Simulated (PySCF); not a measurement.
**Input and output**

Bi(CN)3 (singlet). PySCF 2.14.0, RKS PBE0, Bi def2-SVP with ECP60, C def2-SVP, N def2-SVP; non-relativistic Hamiltonian with scalar-relativistic core potentials where named; density fitting; no spin-orbit coupling. Purpose: finer grid at the relaxed geometry.

```python
mol = gto.M(atom='''
Bi    -0.00000     0.00000     1.19062
C      1.85376    -0.00000    -0.03503
N      2.88885    -0.00000    -0.55980
C     -0.92688     1.60540    -0.03503
N     -1.44442     2.50182    -0.55980
C     -0.92688    -1.60540    -0.03503
N     -1.44443    -2.50182    -0.55980''',
    basis={'Bi': 'def2-SVP', 'C': 'def2-SVP', 'N': 'def2-SVP'},
    ecp={'Bi': 'def2-SVP'},
    charge=0, spin=0)
mf = dft.RKS(mol, xc='PBE0')
mf.grids.atom_grid = (75, 302)
mf = mf.density_fit()  # fitting sets: Bi def2-universal-JKFIT, C def2-universal-JKFIT, N def2-universal-JKFIT
mf.conv_tol = 1e-09; mf.max_cycle = 55
mf.kernel(dm0)  # dm0: converged density of the relaxed state
mf.nuc_grad_method().kernel()
```

Run from Python with OMP_NUM_THREADS=2; the lines above give its settings. Where DIIS fails, smearing, a level shift and second-order steps follow.
It took 16 s on 2 threads of Arm Neoverse V1, on a shared host, with gradient, populations and further properties, from an already converged density.

Question: Where do the frontier levels lie, over both spins?

Answer: HOMO -9.90 eV, LUMO -2.74 eV. 

Question: What does the SCF print?

Answer: 
```
init E= -492.568632893786
cycle= 1 E= -492.568632879029  delta_E= 1.48e-08  |g|= 0.000367  |ddm|= 0.000557
cycle= 2 E= -492.568632713702  delta_E= 1.65e-07  |g|= 0.000937  |ddm|= 0.000825
cycle= 3 E= -492.568632908799  delta_E= -1.95e-07  |g|= 3.64e-05  |ddm|= 0.000593
cycle= 4 E= -492.568632909089  delta_E= -2.9e-10  |g|= 8.85e-06  |ddm|= 2.89e-05
Extra cycle  E= -492.568632909004  delta_E= 8.47e-11  |g|= 2.16e-05  |ddm|= 2.09e-05
converged SCF energy = -492.568632909004
```

Question: What are the Mulliken charges and spins?

Answer: 
```
atom  charge (e)  spin (e)
 Bi1       1.056     0.000
  C2      -0.307     0.000
  N3      -0.045     0.000
  C4      -0.307     0.000
  N5      -0.045     0.000
  C6      -0.307     0.000
  N7      -0.045     0.000
```

Question: What forces act on the atoms (eV/Å)?

Answer: 
```
Bi  0.00 0.00 0.00
C   0.00 0.00 0.00
N   0.00 0.00 0.00
C   0.00 0.00 0.00
N   0.00 0.00 0.00
C   0.00 0.00 0.00
N   0.00 0.00 0.00
```
Forces carry noise of the integration grid, about 0.01 to 0.03 eV/Å.
